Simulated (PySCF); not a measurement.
This PySCF input asks for the NMR shieldings of SMILES COC[Si@H]1CC[SiH2]N1, C4H13NOSi2; the geometry comes from PBE0-D3(BJ)/def2-SVP.

```python
import basis_set_exchange as bse
import numpy as np
from pyscf import gto, dft
from pyscf.prop import nmr

atoms = """
C     3.565599    0.819579    0.583932
O     2.247685    0.384569    0.472208
C     2.114662   -0.867262   -0.141986
Si    0.274819   -1.313628   -0.227300
C    -0.571652   -0.971503    1.425649
C    -2.008124   -0.477925    1.166088
Si   -1.993505    0.542713   -0.427574
N    -0.664999   -0.248101   -1.236598
H     4.050577    0.928286   -0.407190
H     4.182397    0.122284    1.186287
H     3.560350    1.800735    1.080089
H     2.564579   -0.871980   -1.159466
H     2.653775   -1.659302    0.424824
H     0.224542   -2.743144   -0.685856
H     0.034840   -0.170628    1.884108
H    -0.541797   -1.827329    2.119107
H    -2.682669   -1.334634    0.995013
H    -2.420059    0.077730    2.024094
H    -3.275237    0.442021   -1.198021
H    -1.755876    2.003686   -0.182285
H    -0.420401   -0.051135   -2.200312
"""
names = dict.fromkeys(["C", "O", "Si", "N", "H"], "pcSseg-1")
basis = {el: gto.basis.parse(bse.get_basis(n, elements=[el], fmt="nwchem")) for el, n in names.items()}
mol = gto.M(atom=atoms, basis=basis, charge=0, verbose=0)
mf = dft.RKS(mol, xc="PBE0")
mf.grids.level = 2
mf.grids.alignment = dft.numint.BLKSIZE   # the property module wants whole blocks of grid points
mf.conv_tol = 1e-9
mf.kernel()

calc = nmr.RKS(mf)   # GIAO
C = mf.mo_coeff
Co = C[:, mf.mo_occ > 0]
resp = mf.gen_response(singlet=True, hermi=2)
def vind(x):   # induced exchange potential for any number of trial vectors
    d = np.einsum("pi,xij,qj->xpq", C, 2 * x.reshape(-1, C.shape[1], Co.shape[1]), Co, optimize=True)
    return np.einsum("xpq,pi,qj->xij", resp(d - d.transpose(0, 2, 1)), C, Co, optimize=True).ravel()
mo1, _ = nmr.rhf.solve_mo1(calc, with_cphf=vind)
sigma = calc.kernel(mo1)
for i, s in enumerate(sigma):   # ppm
    print("%2d %-2s %9.2f" % (i, mol.atom_pure_symbol(i), np.trace(s) / 3))
```

Q: What are the results?

A: 
```
 0 C     121.23
 1 O     334.13
 2 C     119.61
 3 Si    352.02
 4 C     181.19
 5 C     178.15
 6 Si    371.15
 7 N     249.57
 8 H      28.25
 9 H      28.28
10 H      27.57
11 H      28.25
12 H      28.58
13 H      26.48
14 H      30.03
15 H      30.42
16 H      30.36
17 H      30.23
18 H      26.40
19 H      26.44
20 H      31.46
```

These numbers come from an equivalent density-fitted implementation of the same equations, which agrees with the script to about 0.01 ppm for H and up to a few tenths of a ppm for heavy atoms, so last digits may differ.

Q: Turn these shieldings into chemical shifts. References, each an isolated molecule treated in the same way: $^{13}$C (σref 184.41) and $^{29}$Si (σref 351.99) and $^{1}$H (σref 31.27) against TMS; $^{17}$O (σref 334.56) against H2O; $^{15}$N (σref 265.67) against NH3.

A: Averaging equivalent atoms: C 2: 64.8; C 0: 63.2; C 5: 6.3; C 4: 3.2; O 1: 0.4; Si 3: 0.0; Si 6: -19.2; N 7: 16.1; H 18: 4.87; H 19: 4.82; H 13: 4.79; H 8/9/10: 3.23; H 11: 3.02; H 12: 2.68; H 14: 1.23; H 17: 1.04; H 16: 0.90; H 15: 0.85; H 20: -0.19 ppm. Experimental scales use liquid or dissolved standards, which lie at an offset from isolated NH3 (liquid NH3: subtract about 20 ppm) and H2O (liquid H2O: subtract about 36 ppm).

Size and cost of the density-fitted run: 215 basis functions, 47 s wall time on 1 thread of an Intel Xeon Platinum 8488C, shared host; peak memory 1.1 GiB.
